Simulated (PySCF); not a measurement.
## C (carbon, neutral) across methods

[He] 2s1 2p3, high-spin 5S determinant (an excited configuration). Computed with PySCF 2.14 in aug-cc-pwCVTZ (7s6p4d2f, 59 functions), with the non-relativistic Hamiltonian (point nucleus).

```json
{"method": "M06-2X", "E (hartree)": "-37.6696", "mean ε 1s β (eV)": "-288.62", "mean ε 2s α (eV)": "-19.779", "mean ε 2p α (eV)": "-9.713", "Σ⟨r²⟩ (bohr²)": "14.11", "⟨S²⟩": "6.000"}
{"method": "wB97M-V", "E (hartree)": "-37.6816", "mean ε 1s β (eV)": "-283.21", "mean ε 2s α (eV)": "-20.161", "mean ε 2p α (eV)": "-10.678", "Σ⟨r²⟩ (bohr²)": "14.38", "⟨S²⟩": "6.000"}
{"method": "r2SCAN", "E (hartree)": "-37.7001", "mean ε 1s β (eV)": "-274.76", "mean ε 2s α (eV)": "-16.682", "mean ε 2p α (eV)": "-7.267", "Σ⟨r²⟩ (bohr²)": "13.91", "⟨S²⟩": "6.000"}
{"method": "UHF", "E (hartree)": "-37.59689", "mean ε 1s β (eV)": "-305.54", "mean ε 2s α (eV)": "-25.630", "mean ε 2p α (eV)": "-13.031", "Σ⟨r²⟩ (bohr²)": "13.58", "⟨S²⟩": "6.000"}
{"method": "PW91", "E (hartree)": "-37.6779", "mean ε 1s β (eV)": "-271.34", "mean ε 2s α (eV)": "-15.512", "mean ε 2p α (eV)": "-6.880", "Σ⟨r²⟩ (bohr²)": "14.23", "⟨S²⟩": "6.000"}
{"method": "PBE", "E (hartree)": "-37.6450", "mean ε 1s β (eV)": "-271.07", "mean ε 2s α (eV)": "-15.491", "mean ε 2p α (eV)": "-6.832", "Σ⟨r²⟩ (bohr²)": "14.26", "⟨S²⟩": "6.000"}
{"method": "LDA", "E (hartree)": "-37.3187", "mean ε 1s β (eV)": "-268.48", "mean ε 2s α (eV)": "-15.266", "mean ε 2p α (eV)": "-6.894", "Σ⟨r²⟩ (bohr²)": "14.34", "⟨S²⟩": "6.000"}
{"method": "PBE0", "E (hartree)": "-37.6576", "mean ε 1s β (eV)": "-279.84", "mean ε 2s α (eV)": "-18.102", "mean ε 2p α (eV)": "-8.450", "Σ⟨r²⟩ (bohr²)": "13.99", "⟨S²⟩": "6.000"}
{"method": "PBEsol", "E (hartree)": "-37.4785", "mean ε 1s β (eV)": "-269.72", "mean ε 2s α (eV)": "-15.351", "mean ε 2p α (eV)": "-6.775", "Σ⟨r²⟩ (bohr²)": "14.26", "⟨S²⟩": "6.000"}
```
